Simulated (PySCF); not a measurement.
AgCl, SMILES [Cl][Ag], multiplicity 1.

The structure is a stationary point at B3LYP-D3(BJ)/def2-TZVPD. The spin state was assumed, not searched. The def2 effective core potentials stand for the cores of Ag; spin–orbit coupling is left out.

Two levels are set side by side: TDDFT-PBE/def2-TZVPD (PySCF) and TDDFT-LC-ωPBE/def2-TZVPD (PySCF). Vertical, same geometry. The lowest singlet is HOMO→LUMO 100 % with PBE and HOMO−2→LUMO 79 %, HOMO−7→LUMO 17 % with the other functional; states are paired by order. Differences are taken from unrounded values.

```tsv
quantity	TDDFT-LC-ωPBE
lowest singlet excitation (eV)	3.95
lowest triplet excitation (TDA) (eV)	3.20
```

Question: What does TDDFT-PBE give, and how far is it from TDDFT-LC-ωPBE? (Estimate from the structure and the level; the computed values follow.)

Answer: 
```tsv
quantity	TDDFT-PBE	TDDFT-PBE minus TDDFT-LC-ωPBE
lowest singlet excitation (eV)	2.36	-1.59
lowest triplet excitation (TDA) (eV)	2.07	-1.13
```

A lower first singlet is the usual sign of a functional without exact exchange. Differences between two approximate levels are no errors against the true value.

Rough cost on one machine, each run with all the roots and properties that it gave: TDDFT-LC-ωPBE against TDDFT-PBE about 5 times.
